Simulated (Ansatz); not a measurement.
SbBr₂, SMILES [Sb]([Br])[Br], multiplicity 2.

Coordinates come from a r2SCAN-D4/def2-SVP optimisation. The spin state was assumed, not searched. The isomer is the one that the SMILES or the coordinates give; other isomers of the formula were not compared. The def2 effective core potentials stand for the cores of Sb; spin–orbit coupling is left out.

Two levels are set side by side: PBE/def2-SVPD (Ansatz, a first-principles code) and CAM-B3LYP/def2-SVPD (Ansatz). Energy differences of separate SCF runs at the same geometry; the states with an electron removed or added have multiplicity 1 and 1. Differences are taken from unrounded values.

| quantity | CAM-B3LYP |
|---|---|
| vertical ionisation energy (eV) | 8.49 |
| vertical electron affinity (eV) | 1.87 |

What does PBE give, and how far is it from CAM-B3LYP? (An estimate is asked for; the answer gives what the named calculation found.)


| quantity | PBE | PBE minus CAM-B3LYP |
|---|---|---|
| vertical ionisation energy (eV) | 8.03 | -0.46 |
| vertical electron affinity (eV) | 1.64 | -0.23 |
